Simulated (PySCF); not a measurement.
**Solvent effects on NMR parameters**

Molfile (atoms numbered from 1):
```
C5H9NSi
     RDKit          3D

 16 16  0  0  0  0  0  0  0  0999 V2000
    1.6822   -0.7548    0.2027 C   0  0  0  0  0  0  0  0  0  0  0  0
    0.1947   -0.7492    0.2980 C   0  0  0  0  0  0  0  0  0  0  0  0
   -0.6466   -1.4140   -0.5227 C   0  0  0  0  0  0  0  0  0  0  0  0
   -2.0995   -1.2750   -0.2631 C   0  0  0  0  0  0  0  0  0  0  0  0
   -2.4779   -0.4883    0.7654 C   0  0  0  0  0  0  0  0  0  0  0  0
   -0.9075    0.1300    1.5712 Si  0  0  2  0  0  4  0  0  0  0  0  0
   -0.8185    1.8482    1.7404 N   0  0  0  0  0  0  0  0  0  0  0  0
    2.0800    0.2709    0.1136 H   0  0  0  0  0  0  0  0  0  0  0  0
    2.0426   -1.3363   -0.6610 H   0  0  0  0  0  0  0  0  0  0  0  0
    2.1399   -1.1808    1.1121 H   0  0  0  0  0  0  0  0  0  0  0  0
   -0.3016   -2.0388   -1.3566 H   0  0  0  0  0  0  0  0  0  0  0  0
   -2.8096   -1.8097   -0.9053 H   0  0  0  0  0  0  0  0  0  0  0  0
   -3.5252   -0.3331    1.0322 H   0  0  0  0  0  0  0  0  0  0  0  0
   -0.6477   -0.4283    2.9358 H   0  0  0  0  0  0  0  0  0  0  0  0
   -0.1214    2.2625    2.3476 H   0  0  0  0  0  0  0  0  0  0  0  0
   -1.0127    2.4462    0.9452 H   0  0  0  0  0  0  0  0  0  0  0  0
  1  2  1  0
  2  3  2  0
  3  4  1  0
  4  5  2  0
  5  6  1  0
  6  7  1  0
  6  2  1  0
  1  8  1  0
  1  9  1  0
  1 10  1  0
  3 11  1  0
  4 12  1  0
  5 13  1  0
  6 14  1  1
  7 15  1  0
  7 16  1  0
M  END
```

GIAO PBE0/pcSseg-1 in PySCF 2.14 on one PBE0-D3(BJ)/def2-SVP conformer, non-relativistic, equivalent nuclei averaged. Solvents enter as an IEF-PCM continuum (chloroform with ε = 4.7) around the gas-phase geometry. Shifts are referred to TMS computed in the same medium.

Gas phase, δ in ppm: C4 158.3, C2 152.5, C3 147.1, C5 130.2, C1 19.9, Si6 -20.4, H12 6.94, H11 6.47, H13 5.88, H14 4.86, H8/H9/H10 1.99, H15/H16 0.21. Dipole moment 1.52 D.

Problem. How does each δ change in the continuum?

Solution. 
| atoms | environment | Δδ, chloroform |
| --- | --- | --- |
| C4 | alkene CH | +1.6 |
| C2 | fully substituted alkene carbon | +2.8 |
| C3 | alkene CH | +0.4 |
| C5 | alkene CH | +0.4 |
| C1 | allylic methyl carbon | +0.3 |
| Si6 | silicon bonded to 2 C, N, H, in a 5-membered ring | -0.1 |
| H12 | hydrogen on an alkene CH | +0.12 |
| H11 | hydrogen on an alkene CH | +0.10 |
| H13 | hydrogen on an alkene CH | +0.06 |
| H14 | hydrogen on a silicon bonded to 2 C, N, in a 5-membered ring | -0.07 |
| H8/H9/H10 | hydrogen on an allylic methyl carbon | +0.06 |
| H15/H16 | hydrogen on a nitrogen bonded to Si | +0.35 |

Changes are relative to the gas phase. The dipole moment becomes 1.84 D in chloroform.

Problem. Which nuclei move most (in ppm), and what does the model miss?

Solution. C2 (fully substituted alkene carbon, +2.8 ppm) in chloroform. A continuum only polarises the solute; specific hydrogen bonds, the anisotropy of aromatic solvents and changes of geometry or conformer are outside it.
